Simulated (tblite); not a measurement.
A tight-binding relaxation on `C=C(C=O)C(=C=O)B(C)C`.

Computed with GFN2-xTB geometry optimisation, gas phase (tblite 0.8.0). Start geometry: from a force field or distance geometry. A driver script takes a list of jobs; this job's settings line and coordinates (Å) are shown.

Command:
```bash
OMP_NUM_THREADS=1 python probes_run.py task.json out
```

Input:
```
{"job": {"kind": "relax", "xc": "GFN2-xTB", "basis": "xTB"}, "charge": 0, "multiplicity": 1}
C      1.858600    -1.020200     0.891800
C      1.548200    -0.182700    -0.121200
C      2.442000    -0.142600    -1.293300
O      2.150800     0.603400    -2.288800
C      0.370000     0.697500    -0.008300
C      0.529400     1.991800    -0.127100
O      0.689500     3.219000    -0.231200
B     -1.083300     0.121000     0.168300
C     -2.327800     1.101200     0.342400
C     -1.354000    -1.457300     0.067900
H      1.239000    -1.050000     1.786700
H      2.710900    -1.671200     0.845500
H      3.323800    -0.744500    -1.327200
H     -3.276200     0.533600     0.427500
H     -2.195600     1.720600     1.261100
H     -2.402700     1.779200    -0.525600
H     -0.879100    -1.969100     0.928000
H     -2.438600    -1.680200     0.070900
H     -0.914900    -1.840300    -0.874900
```

Output:
```
step      E/eV     max force
  0    -784.55860    6.618
  1    -784.24380   16.977
  2    -785.05864    3.667
  3    -785.11309    2.533
  4    -785.17653    0.629
  5    -785.19108    0.408
  6    -785.20431    0.490
  7    -785.21026    0.244
  8    -785.21428    0.141
  9    -785.21905    0.253
... (121 lines left out)
131    -785.44898    0.064
132    -785.44940    0.084
133    -785.45011    0.082
134    -785.45051    0.081
135    -785.45117    0.059
136    -785.45151    0.043
137    -785.45178    0.042
138    -785.45202    0.023
139    -785.45209    0.020
140    -785.45215    0.010
```

«max force» is the largest atomic force in eV/Å.

From which step on does the largest force stay under 0.1 eV/Å, and how much energy is left to gain from there?

From step 77 (0.091 eV/Å), 15.1 meV above the end.

Main results: energy lowered by 20.6 kcal/mol over 140 steps; largest atomic force 0.010 eV/Å at the end.

Estimate the wall time. Hardware: an Arm Neoverse V1 with one thread, on a shared host.

About 1.1 s.
Labels such as C1 count atoms from 1, the log's own numbers from 0.
